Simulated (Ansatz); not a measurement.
`CNB(F)[SiH3]` + `CO[SiH](C)[SiH3]` → `CNB(C)[SiH3]` + `CO[SiH](F)[SiH3]`  (redistribution)

Computed with Ansatz on PBE0-D4/def2-TZVP structures; ΔE is electronic, products minus reactants. CCSD(T)/CBS is the MP2 limit (def2-TZVPP, def2-QZVPP) plus CCSD(T) − MP2 in def2-TZVPP, frozen cores. DFT in def2-TZVPP. Each species was taken in one conformer, which may not be the lowest.

`CNB(F)[SiH3]`:

Cartesian coordinates in Å:
```
C 0.498 -1.390 0.946
N 0.365 -1.100 -0.461
B -0.052 0.077 -1.070
F -0.086 0.081 -2.419
Si -0.617 1.795 -0.144
H 0.210 -0.515 1.528
H -0.145 -2.222 1.245
H 1.530 -1.644 1.206
H 0.613 -1.866 -1.073
H -0.541 1.731 1.343
H -2.022 2.131 -0.509
H 0.248 2.922 -0.592
```

`CO[SiH](C)[SiH3]`:

Cartesian coordinates in Å:
```
C 1.350 1.977 0.343
O 0.978 0.655 0.650
Si -0.451 -0.008 0.153
C -0.552 -0.145 -1.709
Si -0.570 -2.102 1.192
H 1.571 2.096 -0.724
H 0.563 2.692 0.617
H 2.250 2.222 0.910
H -1.578 0.864 0.611
H 0.255 -0.767 -2.105
H -0.494 0.838 -2.183
H -1.504 -0.598 -2.000
H -1.853 -2.768 0.829
H 0.547 -2.979 0.743
H -0.511 -1.977 2.673
```

`CNB(C)[SiH3]`:

Z-matrix (Å, degrees):
```
C
N 1 1.446
H 1 1.094 2 111.2
H 1 1.094 2 111.3 3 120.5
H 1 1.088 2 110.1 3 -119.7
B 2 1.394 1 129.2 3 120.7
H 2 1.008 1 112.8 3 -59.4
Si 6 2.028 2 116.1 1 179.9
C 6 1.574 2 123.7 1 -0.2
H 8 1.493 6 112.3 2 121.4
H 8 1.493 6 112.1 2 -118.9
H 8 1.496 6 111.7 2 1.1
H 9 1.096 6 109.9 2 -121.0
H 9 1.093 6 115.9 2 1.2
H 9 1.096 6 110.1 2 123.5
```

`CO[SiH](F)[SiH3]`:

```xyz
12

C    -1.385    0.429    1.770
O    -0.261    0.352    0.917
Si   -0.296   -0.146   -0.634
F    -1.050    0.932   -1.552
Si    1.926   -0.346   -1.332
H    -2.072   -0.410    1.607
H    -1.034    0.397    2.803
H    -1.926    1.365    1.609
H    -1.118   -1.384   -0.741
H     2.602   -1.400   -0.530
H     1.972   -0.733   -2.767
H     2.641    0.945   -1.151
```

| level | ΔE (kJ/mol) |
| --- | --- |
| r2SCAN-D4 | -16.7 |
| ωB97X-V | -16.8 |
| HF/def2-TZVPP | -17.3 |
| MP2/def2-TZVPP | -21.8 |

What does CCSD(T)/CBS give? (An estimate is asked.)

The calculation gave: -22.7 kJ/mol. The listed levels differ from it by 6.0, 5.9, 5.4, 0.9 kJ/mol.

Largest T1 diagnostic among the species: 0.013.
